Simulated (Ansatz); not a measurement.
Start from `B[CH2][Ga]([CH3])[F]` and change one atom or group to get `B[CH2][GaH][CH3]`.

Ansatz, PBE0-D4/def2-TZVP geometries, multiplicity 1. Each molecule was computed in one conformer, which needn't be the lowest.

Scalar relativity is left out up to krypton.

| property | `B[CH2][Ga]([CH3])[F]` |
| --- | --- |
| HOMO energy (PBE/def2-TZVPP) / eV | -7.05 |
| HOMO energy (B3LYP/def2-TZVPP) / eV | -8.01 |
| HOMO–LUMO gap (PBE/def2-TZVPP) / eV | 4.40 |
| size of the dipole moment (PBE/def2-TZVPP) / D | 2.54 |
| LUMO energy (PBE0/def2-TZVPP) / eV | -1.78 |
| HOMO–LUMO gap (ωB97M-V/def2-TZVPP) / eV | 10.44 |

What does the change do to each property? (Best estimate.)

The calculation gave: 
```
                                      property  `B[CH2][GaH][CH3]`  shift
             HOMO energy (PBE/def2-TZVPP) / eV               -6.77   0.28
           HOMO energy (B3LYP/def2-TZVPP) / eV               -7.64   0.37
           HOMO–LUMO gap (PBE/def2-TZVPP) / eV                4.18  -0.22
size of the dipole moment (PBE/def2-TZVPP) / D                1.61  -0.93
            LUMO energy (PBE0/def2-TZVPP) / eV               -1.73   0.05
       HOMO–LUMO gap (ωB97M-V/def2-TZVPP) / eV               10.06  -0.38
```

With PBE0 the HOMO rises by 0.37 eV and the LUMO rises by 0.05 eV, so the gap narrows by about 0.32 eV. PBE moves the HOMO by 0.28 eV and ωB97M-V by 0.37 eV. Dipoles are sizes alone; their direction can turn.

B3LYP here is the variant with VWN-RPA as its local correlation; programs differ in this.
